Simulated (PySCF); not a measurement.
Be(SiH3)2 (BeH6Si2), SMILES [SiH3][Be][SiH3].

The structure is a stationary point at PBE0-D3(BJ)/def2-TZVP.

Computed with ωB97X/def2-TZVPD in PySCF.

The molecule is in vacuum.

```
Quantity                                                                                                       Result
---------------------------------------------------------------------------------------------  ----------------------
total energy                                                                                       -597.30722 hartree
point group                                                                                                        D3
highest occupied level                                                                                       -9.73 eV
lowest empty level                                                                                            0.11 eV
orbital gap                                                                                                   9.85 eV
dipole moment                                                                                                  0.00 D
quadrupole, principal values (traceless, Buckingham form, about the centre of nuclear charge)   -9.21, 4.61, 4.61 D·Å
mean static polarisability                                                                      81.2 bohr³ (12.03 Å³)
polarisability, principal values                                                               72.2, 72.2, 99.2 bohr³
```
